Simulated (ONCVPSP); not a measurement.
**fluorine, ONCV: configuration errors across variants**

F, optimised norm-conserving Vanderbilt (ONCV), made with ONCVPSP 4.0.1 (PBE, scalar-relativistic). Core [He], reference 2s1 2p6. Waves: 2s: rc 0.75 bohr, ncon 5, nbas 9, qcut 7.6 1/bohr, local; 2p: rc 1.35 bohr, ncon 4, nbas 8, qcut 12 1/bohr, 1 projector. Local part: the s channel. Core correction: Teter function, fcfact 2, rcfact 1.35.

All-electron excitation energies from the reference (eV): (1) 2s2 2p5 -18.813; (2) 2s2 2p4 0.577; (3) 2s2 2p3 38.961; (4) 2s1 2p5 19.679.

Errors AE − PS in meV (a dash: test not solved or not reliable):

```tsv
change	(1)	(2)	(3)	(4)	bound ghosts	GHOST(+) flags above zero
base	+18	+81	+283	+1.1	none	none
all radii but the core radius scaled by about 0.85 (s 0.64, p 1.14 bohr)	+16	+51	+165	-1.4	none	none
all radii but the core radius scaled by about 0.90 (s 0.68, p 1.22 bohr)	+17	+61	+204	-0.7	none	none
all radii but the core radius scaled by about 1.05 (s 0.78, p 1.42 bohr)	+18	+93	+332	+2.3	none	none
all radii but the core radius scaled by about 1.14 (s 0.86, p 1.54 bohr)	+17	+116	+430	+5.6	none	none
all radii but the core radius scaled by about 1.20 (s 0.90, p 1.62 bohr)	+14	+139	+531	+8.9	none	none
all radii but the core radius scaled by about 1.26 (s 0.94, p 1.70 bohr)	+13	+153	+590	+12	none	none
all radii but the core radius scaled by about 1.30 (s 0.98, p 1.76 bohr)	+14	+145	+555	+11	none	none
```

Task: Give the same row for: all radii but the core radius scaled by about 0.77 (s 0.58, p 1.04 bohr).

Result: +16, +42, +127, -1.8; bound ghosts: none; GHOST(+) flags above zero: none.
